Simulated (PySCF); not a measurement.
**Molecular orbitals of HfH⁺**

r²SCAN0 at R = 1.793 Å; PySCF, scalar-relativistic core potentials, basis sets Hf def2-TZVPPD with ECP60, H def2-TZVPPD. State: ³Δ (triplet), unpaired electrons σ ↑, δ ↑. Only the outer orbitals are listed, counted within each symmetry, core potentials removing the inner ones.

| spin | orbital | occ. | ε (eV) | on Hf (%) | main shells (%) |
| --- | --- | --- | --- | --- | --- |
| α | 1π | 1 | -44.49 | 100 | 100 Hf p |
| α | 1π | 1 | -44.49 | 100 | 100 Hf p |
| α | 2σ | 1 | -44.33 | 99 | 99 Hf p |
| α | 3σ | 1 | -14.76 | 47 | 52 H s, 24 Hf d, 20 Hf s |
| α | 4σ | 1 | -12.10 | 104 | 68 Hf s, 35 Hf d |
| α | 1δ | 1 | -11.89 | 100 | 100 Hf d |
| α | 2π | 0 | -8.16 | 99 | 98 Hf d |
| α | 2π | 0 | -8.16 | 99 | 98 Hf d |
| α | 1δ | 0 | -8.12 | 100 | 100 Hf d |
| β | 2σ | 1 | -43.63 | 99 | 99 Hf p |
| β | 1π | 1 | -43.08 | 100 | 100 Hf p |
| β | 1π | 1 | -43.08 | 100 | 100 Hf p |
| β | 3σ | 1 | -14.65 | 43 | 57 H s, 22 Hf d, 17 Hf s |
| β | 4σ | 0 | -7.62 | 96 | 70 Hf s, 18 Hf d, 8 Hf p |
| β | 2π | 0 | -7.29 | 98 | 98 Hf d |
| β | 2π | 0 | -7.29 | 98 | 98 Hf d |

**Question.** Which are the highest filled and the lowest empty level, where do they sit, and how wide is the gap?

**Answer.** Highest filled α 1δ at -11.89 eV (in %: 100 Hf d); lowest empty α 2π at -8.16 eV (in %: 98 Hf d); the gap at r²SCAN0 is 3.73 eV.

| Quantity | Value |
| --- | --- |
| bond order (Mayer) | 0.91 |
| ⟨S²⟩ | 2.004 |
| charge on Hf (Mulliken, basis-dependent) | 1.09 |
| charge on Hf (Löwdin, basis-dependent) | 1.26 |
| dipole moment (positive dipole points towards H; it is taken about the centre of mass and depends on that origin) | -2.55 D |

Shares are Mulliken populations and can fall outside 0 to 100 %.

Spin–orbit coupling is left out. With d or f electrons several states lie close, and the lowest PBE0 determinant need not be the measured ground state.
